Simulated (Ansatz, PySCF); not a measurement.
Input for PySCF:
```python
from pyscf import gto, scf, dft

mol = gto.M(
    atom='''
C    -2.441584   -0.472600   -0.841449
C    -1.383775    0.421289   -0.207835
C    -1.738631    0.737166    1.237360
N    -0.033104   -0.229805   -0.361681
Si    0.453716   -1.415035    1.029172
C     1.019275    0.728675   -0.844389
C     2.240282   -0.025996   -1.350834
C     1.414019    1.745083    0.213210
H    -2.515946   -1.426696   -0.325562
H    -2.229264   -0.654542   -1.893715
H    -3.412318    0.012098   -0.783519
H    -1.348269    1.361665   -0.768675
H    -0.960955    1.306421    1.735992
H    -1.941306   -0.165882    1.808036
H    -2.643953    1.339760    1.247066
H    -0.153842   -0.864143   -1.155991
H     0.784412   -0.581177    2.169924
H     1.555088   -2.166948    0.446651
H    -0.741766   -2.234559    1.166384
H     0.575438    1.263195   -1.694100
H     2.837593   -0.416696   -0.531465
H     2.868267    0.656671   -1.917538
H     1.962608   -0.842672   -2.014288
H     2.152131    2.419981   -0.212549
H     0.569534    2.347304    0.533879
H     1.864744    1.263641    1.076451
''',
    basis='sto-3g',
    charge=1,
    spin=0,
    verbose=4,
)

mf = dft.RKS(mol)
mf.xc = 'r2scan'
mf.grids.atom_grid = (99, 590)
mf.grids.prune = None
mf.kernel()
```

**Question.** Write the same job for Ansatz (a quantum-chemistry and plane-wave program).

**Answer.** This is not unique; one that fits is 
Ansatz 0.2 input:
```yaml
crystal:
  periodic: [false, false, false]
  atoms:
    - {symbol: C, position_ang: [-2.44158447, -0.47259998, -0.84144908]}
    - {symbol: C, position_ang: [-1.38377505, 0.42128854, -0.20783463]}
    - {symbol: C, position_ang: [-1.73863077, 0.73716648, 1.23735969]}
    - {symbol: N, position_ang: [-0.03310401, -0.22980527, -0.36168150]}
    - {symbol: Si, position_ang: [0.45371572, -1.41503465, 1.02917220]}
    - {symbol: C, position_ang: [1.01927492, 0.72867460, -0.84438929]}
    - {symbol: C, position_ang: [2.24028155, -0.02599562, -1.35083361]}
    - {symbol: C, position_ang: [1.41401906, 1.74508257, 0.21320984]}
    - {symbol: H, position_ang: [-2.51594642, -1.42669558, -0.32556153]}
    - {symbol: H, position_ang: [-2.22926365, -0.65454190, -1.89371515]}
    - {symbol: H, position_ang: [-3.41231782, 0.01209833, -0.78351925]}
    - {symbol: H, position_ang: [-1.34826911, 1.36166465, -0.76867485]}
    - {symbol: H, position_ang: [-0.96095528, 1.30642068, 1.73599187]}
    - {symbol: H, position_ang: [-1.94130553, -0.16588165, 1.80803622]}
    - {symbol: H, position_ang: [-2.64395264, 1.33976029, 1.24706630]}
    - {symbol: H, position_ang: [-0.15384152, -0.86414291, -1.15599135]}
    - {symbol: H, position_ang: [0.78441183, -0.58117691, 2.16992428]}
    - {symbol: H, position_ang: [1.55508762, -2.16694785, 0.44665064]}
    - {symbol: H, position_ang: [-0.74176644, -2.23455858, 1.16638405]}
    - {symbol: H, position_ang: [0.57543820, 1.26319539, -1.69410042]}
    - {symbol: H, position_ang: [2.83759342, -0.41669568, -0.53146549]}
    - {symbol: H, position_ang: [2.86826675, 0.65667093, -1.91753761]}
    - {symbol: H, position_ang: [1.96260827, -0.84267222, -2.01428777]}
    - {symbol: H, position_ang: [2.15213112, 2.41998132, -0.21254861]}
    - {symbol: H, position_ang: [0.56953383, 2.34730385, 0.53387949]}
    - {symbol: H, position_ang: [1.86474402, 1.26364066, 1.07645148]}
basis:
  gaussian:
    orbitals: STO-3G
hamiltonian:
  xc: r2scan
total_charge: 1
accuracy: high
```

Both were run: PySCF gave -576.520820 Eh and Ansatz -576.520837 Eh, 0.017 mEh apart.
